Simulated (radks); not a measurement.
Fractional charge and spin in the 5p shell of europium: the spin-up occupation runs from 2 to 3 and the spin-down occupation from 2 to 3; the fullest corner is Eu, [Kr] 4d10 4f(up 3.5, down 3.5) 5s2 6s2 5p(up 3, down 3). Method: scalar-relativistic Kohn-Sham, PBE, spin-polarised, spherical densities, point nucleus; computed with a radial shooting solver on a logarithmic mesh with Libxc functionals. Energy (eV) minus the two flat planes that join the four corners (they meet along the diagonal where the two added fractions sum to one electron); zero is where a piecewise linear energy would lie.

| down \ up | 2 | 2.25 | 2.5 | 2.75 | 3 |
|---|---|---|---|---|---|
| 2 | 0.000 | -1.062 | -1.407 | -1.048 | 0.000 |
| 2.25 | -1.062 | -1.352 | -0.940 | 0.160 | -0.945 |
| 2.5 | -1.407 | -0.940 | 0.213 | -0.841 | -1.245 |
| 2.75 | -1.048 | 0.160 | -0.841 | -1.194 | -0.921 |
| 3 | 0.000 | -0.945 | -1.245 | -0.921 | 0.000 |

Corners above the fullest one (they belong to Eu+ and the next ion): (up 3, down 2) 28.583 eV, (up 2, down 3) 28.583 eV, (up 2, down 2) 68.665 eV. With half an added electron in each spin the energy lies 0.213 eV from the planes, and with half an added electron in spin up alone -1.407 eV. The planes are only a guide here: the flat-plane condition holds for ground states with one frontier orbital, while this shell lies below other occupied shells, so the corners above the fullest one are inner-hole states and not the ground states of those ions.
